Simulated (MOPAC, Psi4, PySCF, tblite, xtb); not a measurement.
Dimer CH2O2 ··· CS2 (SMILES O=CO and S=C=S) at R = 3.73 Å between the centres of mass, closest contact 3.11 Å (a random orientation, not optimised). Geometry in Å and degrees:

```
O
H 1 0.9719
C 1 1.3439 2 107.72
O 3 1.1967 1 125.19 2 -0.01
H 3 1.0973 4 125.23 1 179.98
C 2 3.1124 1 97.30 3 99.60
S 6 1.5527 2 83.99 1 78.42
S 6 1.5527 2 96.02 1 -101.58
```

Computed with: GFN2-xTB (tblite); SAPT0/jun-cc-pVDZ, frozen core (Psi4); revPBE/def2-TZVP, counterpoise-corrected (Psi4); revPBE-D3(BJ)/def2-TZVP, counterpoise-corrected (Psi4); PBE/def2-TZVP, counterpoise-corrected (Psi4); PBE-D3(BJ)/def2-TZVP, counterpoise-corrected (Psi4); HF/aug-cc-pVDZ, counterpoise-corrected (Psi4); MP2/aug-cc-pVDZ = DF-MP2/aug-cc-pVDZ, frozen core, counterpoise-corrected (Psi4); SCS-MP2/aug-cc-pVDZ = DF-SCS-MP2/aug-cc-pVDZ, frozen core, counterpoise-corrected run with Psi4; PM7, restricted, heats of formation (MOPAC); AM1, restricted, heats of formation (MOPAC); GFN1-xTB (xtb); RKS-B3LYP/6-31G* = restricted B3LYP/6-31G*, spherical d, no counterpoise correction run with PySCF; RMP2/6-31G* = restricted MP2 (frozen core)/6-31G*, spherical d, no counterpoise correction run with PySCF; RKS-BP86/6-31G* = restricted BP86/6-31G*, spherical d, no counterpoise correction (PySCF); RHF/6-31G* = restricted Hartree-Fock/6-31G*, spherical d, no counterpoise correction run with PySCF.

Problem. What interaction energy does each level give?

Solution. 
```tsv
method	E_int / kcal/mol
revPBE-D3(BJ)/def2-TZVP	-1.31
RMP2/6-31G*	-1.31
PBE-D3(BJ)/def2-TZVP	-1.30
MP2/aug-cc-pVDZ	-1.12
GFN2-xTB	-1.07
GFN1-xTB	-0.73
SCS-MP2/aug-cc-pVDZ	-0.54
PM7	-0.46
SAPT0/jun-cc-pVDZ	-0.21
RKS-B3LYP/6-31G*	-0.10
PBE/def2-TZVP	0.07
RKS-BP86/6-31G*	0.49
RHF/6-31G*	0.88
revPBE/def2-TZVP	1.34
HF/aug-cc-pVDZ	1.41
AM1	1.95
```
